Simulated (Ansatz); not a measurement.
Molecule: ZnO2H2 (charge 0, singlet). SMILES: [OH][Zn][OH]
Coordinates optimised at B3LYP-D3(BJ)/def2-TZVP (Ansatz, an electronic-structure program):
```xyz
5

Zn    -0.0001     0.0083     0.0015
O      1.1532     0.1724    -1.3393
H      1.8905     0.7656    -1.1673
O     -1.1515    -0.3325     1.3103
H     -1.9018     0.2678     1.3544
```
Charge 0, spin multiplicity 1.

Quantity: vertical triplet-singlet gap, E(triplet) - E(singlet), in eV. Conventions: no dispersion term unless named; non-relativistic; 6-31G* and kin with 6d, 5d where marked; valence correlation only (noble-gas shells and the d and f shells of earlier blocks); spin-orbit terms left out; UHF or UKS for open shells; each state is the SCF solution reached for its charge and spin; LANL2DZ with its own core potentials from Na on. First-principles rows: single points at B3LYP-D3(BJ) geometries (Ansatz). Levels can end on unlike triplets.

| level | program | vertical triplet-singlet gap, E(triplet) - E(singlet) (eV) |
|---|---|---|
| HF/6-31G* with LANL2DZ past Ar | Ansatz | 4.52 |
| PBE/6-31G* | Ansatz | 4.56 |
| PBE/6-31G* with LANL2DZ past Ar | Ansatz | 4.41 |
| B3LYP/STO-3G | Ansatz | -0.43 |
| B3LYP/3-21G | Ansatz | 4.55 |
| B3LYP/6-31G* | Ansatz | 4.95 |
| B3LYP/6-31G* with LANL2DZ past Ar | Ansatz | 4.78 |
| MP2/6-31G* | Ansatz | 5.81 |
| MP2/6-31G* with LANL2DZ past Ar | Ansatz | 5.86 |
| B3LYP/def2-TZVPD | Ansatz | 5.13 |
| wB97M-V/def2-TZVPD | Ansatz | 5.69 |

No value to compare with is used here. The 9 habitual levels span -0.43 (B3LYP/STO-3G) to 5.86 eV (MP2/6-31G* with LANL2DZ past Ar); B3LYP/def2-TZVPD gives 5.13.

The levels are drawn from those run, B3LYP/6-31G* more often than the rest, none by its result; runs whose electronic state is in doubt are left out.
